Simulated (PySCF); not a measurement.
**Working out the ionisation energy of Se⁺**

Se⁺ [Ar] 3d10 4s2 4p3 (4S) → Se²⁺ [Ar] 3d10 4s2 4p2 (3P). Computed with PySCF 2.14 in cc-pVTZ-PP with ECP10MDF, with a scalar-relativistic core potential. Frozen: 3s2 3p6 3d10. Energies in hartree (1 hartree = 27.21139 eV):

| part | Se⁺ (lower) | Se²⁺ (upper) |
| --- | --- | --- |
| UHF | -371.548045 | -370.782172 |
| CCSD correlation | -0.090183 | -0.072937 |
| (T) | -0.002538 | -0.001491 |

**Question.** What does Hartree-Fock give?

**Answer.** (-370.782172) − (-371.548045) = 0.765873 hartree = 20.840 eV.

**Question.** What do CCSD and CCSD(T) give?

**Answer.** The CCSD correlation energies differ by 0.017246 hartree = 0.469 eV and the triples by 0.001047 hartree = 0.028 eV, so CCSD gives 21.309 eV and CCSD(T) 21.337 eV.

Reference: 21.196 ± 0.01 eV (measured; NIST Atomic Spectra Database, ionization energies), between the lowest levels; spin-orbit coupling is absent from the calculation.

What remains against the reference includes basis incompleteness, the frozen core and higher excitations.
